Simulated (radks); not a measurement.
The numbers below are computed, except where a source is named.
Task: The mean radii <r> (bohr) of the occupied orbitals of an atom or ion are listed with their occupations. Level of theory: scalar-relativistic Kohn-Sham, LDA (Slater exchange, Perdew-Wang correlation), spin-polarised, spherical densities, finite nucleus; Fermi nuclear charge, rms radius of each element as measured or else 0.836 A^(1/3) + 0.57 fm (a radial shooting solver on a logarithmic mesh with Libxc functionals).

| orbital | occ. | <r> |
|---|---|---|
| 1s down | 1 | 0.02076 |
| 1s up | 1 | 0.02076 |
| 2s up | 1 | 0.08816 |
| 2s down | 1 | 0.08816 |
| 2p up | 3 | 0.07809 |
| 2p down | 3 | 0.07809 |
| 3s up | 1 | 0.2302 |
| 3s down | 1 | 0.2301 |
| 3p up | 3 | 0.2291 |
| 3p down | 3 | 0.2290 |
| 3d up | 5 | 0.2080 |
| 3d down | 5 | 0.2079 |
| 4s up | 1 | 0.5192 |
| 4s down | 1 | 0.5192 |
| 4p up | 3 | 0.5504 |
| 4p down | 3 | 0.5506 |
| 4d up | 5 | 0.5967 |
| 4d down | 5 | 0.5973 |
| 5s up | 1 | 1.271 |
| 5s down | 1 | 1.279 |
| 5p up | 3 | 1.504 |
| 5p down | 3 | 1.517 |
| 4f up | 7 | 0.8312 |
| 4f down | 4 | 0.8566 |

Name the element and its charge. Open shells, if any, are filled with parallel spins first.

Result: Z = 67, holmium, charge +2: Ho2+ in [Xe] 4f11. The 1s radius gives Z: for a bare nucleus <r> = (2 gamma + 1)/(2Z) with gamma = sqrt(1 - (Z/c)^2), 0.02048 bohr for Z = 67, and screening makes it slightly larger (0.02076 here). The occupations add up to 65, and the charge is Z minus that.
